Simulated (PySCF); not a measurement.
BiI2, doublet, geometry from GFN2-xTB (such geometries of metal compounds can be far from the true shape) (the spin is typed, not shown lowest) (core potentials on Bi, I). Base run: PBE/def2-SVP in PySCF.

PySCF was given this input:
```python
from pyscf import gto, scf, dft

mol = gto.M(
    atom='''
Bi    0.89619474    0.44438201    0.28746279
I    -1.04089611    1.21333620   -1.58129724
I    -0.36257867   -1.90925520    1.13111966
''',
    basis='def2-svp',
    ecp={'Bi': 'def2-svp', 'I': 'def2-svp'},
    spin=1,
    verbose=4,
)

mf = dft.UKS(mol)
mf.xc = 'pbe'
mf.kernel()
mf.analyze()
```

Each row names what was changed in the base input (with any setting that the change needs).

| change | basis functions | E (Eh) | HOMO (eV) | dipole (D) | outcome |
|---|---|---|---|---|---|
| base | 78 | -810.12344 | -4.95 | 2.59 | converged |
| basis = x2c-SVPall; relativity = spin-free X2C; nucleus = Gaussian (with nucmod='G'; without ecp={'Bi': 'def2-svp', 'I': 'def2-svp'}) | 134 | -35763.03915 | -4.85 | 2.44 | converged |
| basis = ANO-RCC-VDZP; relativity = none (without ecp={'Bi': 'def2-svp', 'I': 'def2-svp'}) | - | - | - | - | cut at the time limit |
| basis = x2c-SVPall; relativity = spin-free X2C (without ecp={'Bi': 'def2-svp', 'I': 'def2-svp'}) | 134 | -35768.06148 | -4.85 | 2.45 | converged |
| basis = ANO-RCC-VDZP; relativity = spin-free X2C (without ecp={'Bi': 'def2-svp', 'I': 'def2-svp'}) | - | - | - | - | cut at the time limit |
| basis = x2c-SVPall; relativity = none (without ecp={'Bi': 'def2-svp', 'I': 'def2-svp'}) | 134 | -30593.31092 | -5.92 | 3.61 | converged |
| basis = ANO-RCC-VDZP; relativity = spin-free X2C; nucleus = Gaussian (with nucmod='G'; without ecp={'Bi': 'def2-svp', 'I': 'def2-svp'}) | - | - | - | - | cut at the time limit |
| basis = x2c-TZVPall; relativity = spin-free X2C (without ecp={'Bi': 'def2-svp', 'I': 'def2-svp'}) | 203 | -35770.92566 | -4.95 | 2.41 | converged |

Totals shift with the method and basis; they matter in differences.

Open shells are given as the SCF converged; they aren't shown to be the lowest states, and a large step between rows can be another state.

Basis sets contracted for a relativistic Hamiltonian are a mismatch without it, so the rows without relativity aren't non-relativistic limits. No row has spin-orbit coupling; sets with core potentials leave out the core electrons.
